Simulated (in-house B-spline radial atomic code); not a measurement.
Ionisation energies with and without relativity, with size and susceptibility from the Dirac run. Dirac energy differences include first-order Breit, QED and recoil terms. NIST's values go from ground level to ground level; the uncertainty of those that are theory runs from under 0.1 % in few-electron ions to several per cent in heavy many-electron ones. Computed with a radial B-spline atomic code at the basis-set limit: non-relativistic Hartree-Fock and Dirac-Hartree-Fock, averages of the configuration (point nuclei without relativity, finite nuclei with it).

| ion | configuration | configuration after | ionisation non-relativistic (eV) | ionisation Dirac Breit and QED (eV) | tabulated value (eV) | tabulated kind | radius at density 0.001 (bohr) | diamagnetic susceptibility (10⁻⁶ cm³/mol) |
| --- | --- | --- | --- | --- | --- | --- | --- | --- |
| Mg+ | [Ne] 3s1 | [He] 2s2 2p6 | 14.721 | 14.741 | 15.03527 | measured | 3.841 | -11.065 |
| Al+ | [Ne] 3s2 | [Ne] 3s1 | 17.523 | 17.551 | 18.82855 | measured | 3.938 | -13.641 |
| Si+ | [Ne] 3s2 3p1 | [Ne] 3s2 | 15.707 | 15.695 | 16.34585 | measured | 3.955 | -15.898 |
| P+ | [Ne] 3s2 3p2 | [Ne] 3s2 3p1 | ? | ? | ? | semi-empirical | ? | ? |
| S+ | [Ne] 3s2 3p3 | [Ne] 3s2 3p2 | ? | ? | ? | measured | ? | ? |
| Cl+ | [Ne] 3s2 3p4 | [Ne] 3s2 3p3 | 24.320 | 24.303 | 23.81364 | measured | 3.566 | -16.374 |
| Ar+ | [Ne] 3s2 3p5 | [Ne] 3s2 3p4 | 27.418 | 27.400 | 27.62967 | measured | 3.427 | -15.935 |

Question: Fill in the row of P+.

Answer: ionisation non-relativistic (eV): 18.473; ionisation Dirac Breit and QED (eV): 18.459; tabulated value (eV): 19.76949; radius at density 0.001 (bohr): 3.85; diamagnetic susceptibility (10⁻⁶ cm³/mol): -16.619.

Question: Fill in the row of S+.

Answer: ionisation non-relativistic (eV): 21.340; ionisation Dirac Breit and QED (eV): 21.325; tabulated value (eV): 23.33788; radius at density 0.001 (bohr): 3.711; diamagnetic susceptibility (10⁻⁶ cm³/mol): -16.658.
